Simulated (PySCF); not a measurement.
## Sr²⁹⁺ (strontium, charge +29): UHF calculation

Configuration: [He] 2s2 2p5, 2P determinant. Computed with PySCF 2.14 in an even-tempered Gaussian basis (18 s from 8.7 bohr⁻², ratio 2.2; 11 p from 11 bohr⁻², ratio 2.2; 6 d from 52 bohr⁻², ratio 2.4; 5 f from 77 bohr⁻², ratio 2.4; 4 g from 120 bohr⁻², ratio 2.4), with the non-relativistic Hamiltonian (point nucleus).

- Total energy: -2447.659943 hartree
- One-electron energy: -2696.1161 hartree
- Hartree (Coulomb) energy: 304.5498 hartree
- Exchange energy: -56.0937 hartree
- Kinetic energy: 2447.65781 hartree
- ⟨S²⟩: 0.7501
- ⟨L²⟩: 2.000
- Sum of ⟨r⟩: 1.158 bohr
- Sum of ⟨r²⟩: 0.2037 bohr²
- Traceless quadrupole moment −½Σ⟨3z² − r²⟩ along its main axis: 0.0105 e·bohr²
- Density at the nucleus (Gaussians lack the cusp): 37300 bohr⁻³
- Spin density at the nucleus: 0.174 bohr⁻³

| shell | electrons | mean orbital energy (hartree) | spread (hartree) | rms radius, mean of both spins (bohr) |
| --- | --- | --- | --- | --- |
| 1s α | 1 | -644.08016 | 0 | 0.0464 |
| 1s β | 1 | -643.55745 | 0 | 0.0464 |
| 2s α | 1 | -135.00829 | 0 | 0.185 |
| 2s β | 1 | -133.94536 | 0 | 0.185 |
| 2p α | 3 | -128.76070 | 0.72846 | 0.162 |
| 2p β | 2 | -128.16525 | 0 | 0.162 |

A non-relativistic calculation at this Z misses sizeable relativistic shifts. Spin-orbit coupling, absent here, splits the open shell strongly.

Spin-orbit constants ζ (cm⁻¹) from the X2C one-electron operator on these orbitals (non-relativistic here): bare nucleus, nucleus screened by l(l+1)(2l+1)/3 electrons, and screened by the Breit-Pauli mean field of the electrons.

```tsv
shell	bare	screened nucleus	mean field
2p	367900	348600	340700
```

To first order the Landé constant is A = -340700 cm⁻¹, so the lowest level has J = 3/2 and lies 21.1 eV below the centre of the term.
